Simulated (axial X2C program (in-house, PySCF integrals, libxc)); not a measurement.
What spin–orbit coupling does to MnF in a model world with the speed of light multiplied by 0.8

Computed with an in-house relativistic program for diatomic molecules. Spin-free means the one-electron spin-free X2C Hamiltonian; two-component (2c) means X2C with spin–orbit coupling and atomic mean-field two-electron Coulomb and Gaunt terms, so the difference of the two also holds small scalar two-electron terms; the speed of light was multiplied by 0.8, so these are model numbers, not those of the real molecule. Basis: Mn dyall-v3z [9s10p6d3f2g], F dyall-v3z [6s5p2d1f] (cores contracted in-house); Gaussian nuclei, density fitting, unrestricted open shells. Masses: Mn 54.938 u, F 18.998 u.

Spin-free state: M_S = 3, Λ = 0 (beyond evenly filled blocks: 2 × σα, π+α, π-α, δ+α, δ-α); fragments Mn + F.

| level | Re (Å) | ωe (cm⁻¹) | De (eV) | μ (D) |
| --- | --- | --- | --- | --- |
| PBE0 | 1.828 | 619.5 | 4.732 | -2.51 |
| HF | 1.861 | 614.7 | 3.427 | -3.11 |
| MP2 | 1.848 | 610.9 | 4.897 | n/a |
| BHandHLYP | 1.839 | 621.0 | 4.041 | -2.91 |
| B3LYP | 1.837 | 609.4 | 4.479 | -2.57 |

Correlated methods: 14 electrons correlated (number of frozen shells: Mn 3 s, 2 p; F 1 s), 242 virtual spin orbitals or spinors in MP2.

Dipoles are positive if F is the positive end.

Two-component determinant lowest at the distance of the search:

Ω = 3 (⟨Sz⟩ = 3.00, ⟨Lz⟩ = 0.00 at HF); fragments Mn + F.

```json
{"level": "PBE0", "Re (Å)": "1.828", "ωe (cm⁻¹)": "619.2", "De (eV)": "4.728", "μ (D)": "-2.52"}
{"level": "HF", "Re (Å)": "1.862", "ωe (cm⁻¹)": "614.5", "De (eV)": "3.405", "μ (D)": "-3.11"}
{"level": "MP2", "Re (Å)": "1.849", "ωe (cm⁻¹)": "610.6", "De (eV)": "4.874", "μ (D)": "n/a"}
{"level": "BHandHLYP", "Re (Å)": "1.839", "ωe (cm⁻¹)": "620.7", "De (eV)": "4.036", "μ (D)": "-2.91"}
{"level": "B3LYP", "Re (Å)": "1.838", "ωe (cm⁻¹)": "609.1", "De (eV)": "4.476", "μ (D)": "-2.57"}
```

Question: From the two tables, how do the constants change at the MP2 level (2c against spin-free)?

Answer: At the MP2 level Re goes up by 0.001 Å and ωe decreases by 0.3 cm⁻¹; De changes by -0.023 eV.

The state is a single determinant with fixed occupations, the lowest that a limited PBE0 search found. De is counted from the lowest determinant-based energies of the atoms at the same level, without counterpoise correction. Density functionals use the spin component along the axis (collinear). The 2c atoms are single determinants rather than J levels; their spin–orbit lowering is only partly caught, and De is too large by that part. This holds for PBE0, BHandHLYP, B3LYP. PBE0 can misorder states that lie within some tenths of an eV, so this need not be the ground state of the molecule. The nearest other spin-free determinant of the search, M_S = 2, Λ = 0, lies 0.70 eV up at the distance of the search. The functionals have no current-density term, which raises determinants with orbital currents, atoms included. With several unpaired electrons one determinant need not be a pure state. Open-shell Ω = 0 determinants with evenly filled partner blocks cannot be reached by this program, so the Ω shown need not be the lowest component.
